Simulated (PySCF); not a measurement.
## Static response to an electric field

C₉H₈.
Cartesian coordinates in Å at the GFN2-xTB level; atoms count from 1:
```xyz
17
C9H8 angstrom
C      2.2463   -0.0946   -2.3346
C      1.4368   -0.0312   -1.4545
C      0.4721    0.0532   -0.3936
C     -0.2627    1.3869   -0.2366
C     -1.3306    1.1577    0.5107
C     -1.3277   -0.3218    0.8675
C     -0.1083   -0.5222    1.7557
C      0.9638   -0.2990    1.0126
C     -0.7599   -0.8832   -0.4478
H      2.9525   -0.1540   -3.1076
H      0.0977    2.3062   -0.6565
H     -2.0662    1.8544    0.8654
H     -2.2650   -0.7306    1.2348
H     -0.1661   -0.7587    2.8012
H      2.0019   -0.3111    1.2831
H     -0.4956   -1.9393   -0.3961
H     -1.3961   -0.7006   -1.3137
```

Level: CAM-B3LYP/def2-SVPD (PySCF), static field, nuclei fixed, core orbitals frozen in the response. The polarisability tensor in these axes (au):

```
x    99.92  -1.42 -21.28
y    -1.42  77.02  -2.90
z   -21.28  -2.90  97.18
```

Problem. What are the eigenvalues, a third of the trace, and Δα (Δα² = ½Σ(αi − αj)² over the three pairs)?

Solution. Principal values 74.03, 80.21 and 119.90 au; mean 91.38 au = 13.54 Å³ = 15.07 × 10⁻⁴⁰ C²·m²/J; Δα = 43.11 au (47 % of the mean).

Problem. What is the dipole moment, and where does it point?

Solution. (-0.66, -0.06, 0.57) D, 0.88 D in size, pointing from the negative to the positive side. Measured along this direction, the outermost atoms are H10 at the negative end and H13 at the positive end.

Problem. How large is μ²/3kT at 350 K beside α?

Solution. In Gaussian units μ²/3kT = 5.29 Å³ against 13.54 Å³, a ratio of 0.39; the Debye molar polarisation (4π/3)N_A(α + μ²/3kT) is 47.5 cm³/mol, leaving out the vibrational part.

Problem. Along which axes do the principal values lie, and how far do the nuclei extend along each?

Solution. Largest value along (0.73, 0.02, -0.68), where the nuclei span 6.79 Å; middle along (-0.50, 0.69, -0.51), 3.77 Å; least along (0.46, 0.72, 0.52), 3.20 Å. The response follows the extents in order.

Problem. Molar refractivity from α?

Solution. Lorentz–Lorenz: R = (4π/3)N_A α = 2.5225 cm³/(mol·Å³) × 13.54 Å³ = 34.2 cm³/mol, in the limit of long wavelengths.

Problem. What depolarisation ratio follows for Rayleigh scattering of linearly polarised light, taking the static tensor?

Solution. ρ = 3Δα²/(45ᾱ² + 4Δα²) = 5576.5/(375730 + 7435.3) = 0.0146.

Problem. What are the principal values of the traceless quadrupole moment, Θ = ½Σq(3rr − r²1), about the centre of nuclear charge?

Solution. -3.38, -3.37, 6.75 D·Å. The values depend on the origin, since the dipole doesn't vanish. The electronic extent ⟨r²⟩ about the same centre is 979 bohr², a root-mean-square distance of 2.10 Å for the 62 electrons.

Geometry: GFN2-xTB; no solvent, vibrations or thermal averaging.

These values come from a run that also computed excited states. On one thread, Arm Neoverse V2 (shared host), this took 62 s wall.
